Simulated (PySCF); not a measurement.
Ga (SMILES [Ga+]), charge +1, singlet.

Input for PySCF:
```python
from pyscf import gto, scf, dft

mol = gto.Mole()
mol.atom = '''
    Ga    0.00000000    0.00000000    0.00000000
'''
mol.basis = 'aug-cc-pvdz'
mol.charge = 1
mol.verbose = 4
mol.build()

mf = dft.RKS(mol)
mf.xc = 'lda,vwn'
mf.kernel()
mf.analyze()
```

Q: What does this run give for the HOMO-LUMO gap, number of basis functions, HOMO energy, total energy?

A: 
- HOMO-LUMO gap: 7.08 eV
- number of basis functions: 36
- HOMO energy: -16.39 eV
- total energy: -1921.5279 Eh
